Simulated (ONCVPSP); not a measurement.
## Reading a pseudo-wave (tungsten)

Columns: radius, all-electron u(r) and pseudo u(r) of the 5d shell (level -4.48 eV) of tungsten in the configuration [Kr] 4d10 4f14 5s2 5p6 5d4 6s2; PBE, scalar-relativistic, ONCV scheme, ONCVPSP 4.0.1.

```csv
r (bohr),all-electron,pseudo
0.130,0.2058,0.0026
0.260,-0.1498,0.0198
0.390,-0.3254,0.0623
0.520,-0.2019,0.1343
0.650,0.0332,0.2326
0.780,0.2647,0.3473
0.910,0.4509,0.4651
1.040,0.5843,0.5726
1.170,0.6706,0.6589
1.300,0.7192,0.7180
1.430,0.7395,0.7487
1.560,0.7395,0.7545
1.690,0.7256,0.7411
1.820,0.7025,0.7150
1.950,0.6737,0.6818
2.080,0.6415,0.6459
2.210,0.6078,0.6095
2.340,0.5735,0.5740
2.470,0.5396,0.5396
2.600,0.5064,0.5064
2.730,0.4744,0.4743
2.860,0.4436,0.4436
2.990,0.4142,0.4142
3.120,0.3863,0.3863
3.250,0.3599,0.3599
3.380,0.3350,0.3350
```

How many radial nodes do the two functions have?

The all-electron 5d function has n − l − 1 = 2; the pseudo-wave has 0, since the states of the same l below it are removed with the core.

At about which radius was the pseudo-wave matched?

2.60 bohr. The columns agree to 0.0005 from 2.34 bohr on; several derivatives are matched, so the curves merge somewhat inside the radius.

Where does each function peak?

Outermost all-electron maximum near 1.43 bohr, pseudo maximum near 1.56 bohr (to the table’s step).

Is the pseudo-wave norm-conserving?

Yes: the ONCV scheme keeps the norm inside the radius equal to the all-electron one, which fixes the energy derivative of the logarithmic derivative at the level.
